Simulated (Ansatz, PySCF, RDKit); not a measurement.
Complex: CH3F (SMILES CF) (first 5 atoms) with CH2O (SMILES C=O); geometry from B3LYP-D3(BJ)/def2-TZVP.
(charge 0, multiplicity 1):
```xyz
9

C      0.163    -0.261    -0.457
F      0.451     1.042    -0.036
H      1.001    -0.622    -1.053
H      0.021    -0.882     0.427
H     -0.745    -0.233    -1.060
C      0.287     0.392     3.178
O      0.034    -0.754     2.920
H      0.359     0.746     4.225
H      0.458     1.143     2.387
```

Monomers are frozen at their geometry in the pair; levels with a basis set take the counterpoise correction. Rows marked so take none. RDKit's UFF carries no charges.

Rows in 6-31G*, STO-3G carry no dispersion term and start afresh at each structure (6-31G* with six Cartesian d functions).

The values were computed with Ansatz (Gaussian basis) for Hartree–Fock, density functionals and correlated methods; PySCF for 6-31G* rows, STO-3G rows; RDKit for the force fields. Values without a source in brackets are computed.

Q: One of these levels gives -0.88 kcal/mol for the interaction energy. Which one is it?
A) HF/STO-3G (no counterpoise)
B) HF/6-31G*
C) PBE/def2-TZVPPD
D) UFF

A: A, HF/STO-3G (no counterpoise). The others give 0.49 (UFF), -1.46 (HF/6-31G*), -2.03 (PBE/def2-TZVPPD)

Ansatz is a first-principles code.
